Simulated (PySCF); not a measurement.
Several compounds and their computed core spectra got separated.

The calculation used delta-SCF UKS SCAN, pcX-2 on the ionised atom, pcseg-1 elsewhere, spin-free X2C in PySCF. Geometries: PBE0-D3(BJ)/def2-SVP; isolated species, one conformer each.

Line lists (1s up to Mg, 2p3/2 beyond, nothing for As; areas count atoms within a level, one atom standing for each set equivalent by bonding):
1. B 1s: 194.07 eV; C 1s: 289.41 eV
2. C 1s: 290.05 (area 2), 290.14 (area 1), 290.42 (area 1), 291.54 (area 1) eV; N 1s: 403.56 eV; Si 2p3/2: 106.37 eV
3. C 1s: 305.00 (area 1), 305.53 (area 1) eV; O 1s: 550.80 eV; F 1s: 701.35 eV

Structures:
A. `N1([SiH2]CC[SiH2]1)CC=C`
B. `[O+]#CC(F)F`
C. `C[BH2-][AsH3+]`

Task: Match each list to its structure.

Result: 
- 1 = C: no other candidate has this set of levels. B 1s: 194.07 four-coordinate boron; C 1s: 289.41 sp3 carbon bound to boron.
- 2 = A: no other candidate has this set of levels. C 1s: 290.05 sp3 carbon bound to silicon (×2), 290.14 terminal =CH2 carbon, 290.42 alkene CH carbon, 291.54 sp3 carbon bound to nitrogen; N 1s: 403.56 nitrogen bridging silicon atoms; Si 2p3/2: 106.37 SiH2 silicon (×2).
- 3 = B: no other candidate has this set of levels. C 1s: 305.00 triply bonded carbon, 305.53 CHF2 carbon; O 1s: 550.80 oxygen bonded to C; F 1s: 701.35 fluorine of a CF2 group (×2).

The 2p values aren't plain energy differences: one relaxed spin-free 2p hole is combined with a matrix within the shell (ground-state 2p orbital-energy differences and spin–orbit coupling). 2p3/2, the mean of its two sublevels, lies a third of the splitting below the shell's mean and 2p1/2 two thirds above it; the statistical areas are 2:1.
